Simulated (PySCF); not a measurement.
# Computed structure and properties of [La(SH)2]+

System: [La(SH)2]+ (singlet); start: template (C2). Method: PySCF 2.14.0, RKS PBE0, La lcecp-1-SVP with ECP46, S def2-SVP, H def2-SVP; non-relativistic Hamiltonian with scalar-relativistic core potentials where named; density fitting; no spin-orbit coupling.

Input of the relaxation:

```python
mol = gto.M(atom='''
La     0.00000     0.00000    -0.35989
S      2.56670    -0.00000     0.78881
H      3.38080    -0.33650    -0.22259
S     -2.56670     0.00000     0.78881
H     -3.38080     0.33650    -0.22259''',
    basis={'La': 'lcecp-1-SVP', 'S': 'def2-SVP', 'H': 'def2-SVP'},
    ecp={'La': 'lcecp-1-SVP'},
    charge=1, spin=0)
mf = dft.RKS(mol, xc='PBE0')
mf.grids.atom_grid = (50, 194)  # f atoms: unpruned, at least (60, 302)
mf = mf.density_fit()  # fitting sets: La AutoAux, S def2-universal-JKFIT, H def2-universal-JKFIT
mf.conv_tol = 1e-08; mf.max_cycle = 55
mf.kernel(dm0)  # dm0: converged density of the start geometry
# quasi-Newton relaxation in Cartesian coordinates to a largest gradient under 0.00045 Eh/bohr, steps kept in the point group
```

Run from Python with OMP_NUM_THREADS=2; the lines above give its settings. Where DIIS fails, smearing, a level shift and second-order steps follow.
It took 36 s on 2 threads of Arm Neoverse V1, with other jobs on the host, from the converged density of the start.

Course of the relaxation:

| step | energy above end (eV) | largest force component within the symmetry (eV/Å) |
| --- | --- | --- |
| 0 | 0.5947 | 1.644 |
| 1 | 0.3462 | 0.872 |
| 2 | 0.1325 | 0.506 |
| 3 | 0.0576 | 0.420 |
| 4 | 0.0094 | 0.127 |
| 5 | 0.0047 | 0.242 |
| 6 | 0.0008 | 0.056 |
| 7 | 0.0004 | 0.008 |
| 8 | 0.0003 | 0.026 |
| 9 | 0.0003 | 0.031 |
| 10 | 0.0001 | 0.027 |
| 11 | 0.0000 | 0.012 |
| 12 | 0.0000 | 0.004 |

Relaxed geometry (C2v):

```xyz
5

La    0.0000    0.0000   -0.8012
S     2.0091   -0.1303    0.8572
H     2.9976   -0.2020   -0.0703
S    -2.0091    0.1303    0.8572
H    -2.9976    0.2020   -0.0703
```

```csv
contact,Å
La1–S2 (SH),2.608
La1–S4 (SH),2.608
```

On the finer grid (75, 302):

| Property | Result |
| --- | --- |
| HOMO | -11.86 eV |
| LUMO | -7.05 eV |
| Dipole about the centre of mass | 8.07 D |
| Set of Mulliken populations of La1 outside the core potential | s 2.19, p 6.14, d 1.46, f 0.04 |
| D3(BJ) dispersion energy (not in the energies) | -0.152 eV |

| atom | Mulliken (e) | Löwdin (e) | spin (e) |
| --- | --- | --- | --- |
| La1 | 1.18 | 0.67 | 0.00 |
| S2 | -0.23 | 0.12 | 0.00 |
| H3 | 0.14 | 0.04 | 0.00 |
| S4 | -0.23 | 0.12 | 0.00 |
| H5 | 0.14 | 0.04 | 0.00 |

The large-core potential holds the 4f shell empty.

On the grid (50, 194), as all that follows. Harmonic modes: a minimum within the noise of the softest modes; lowest 56 cm⁻¹ (negative: unstable), highest 2674 cm⁻¹, zero-point energy 0.437 eV.

Taking off one SH (charge -1, singlet; the rest: singlet) in vacuum, both parts rigid, costs 13.76 eV; the small basis without counterpoise inflates it. Most of it is the attraction of opposite charges; other ways to part are cheaper, and one spin state was tried for the rest.

Rigid scan of SH along the line from its metal:

distance to S2 (Å), energy (eV) and a bar:
```
     2.31      0.748 #######
     2.41      0.294 ###
     2.51      0.065 #
     2.61      0.000 
     2.71      0.052 
     2.81      0.186 ##
     3.01      0.606 #####
     3.31      1.389 ############
     3.71      2.413 #####################
     4.21      3.446 ##############################
```

One start shape was tried, so this needn't be the lowest isomer.
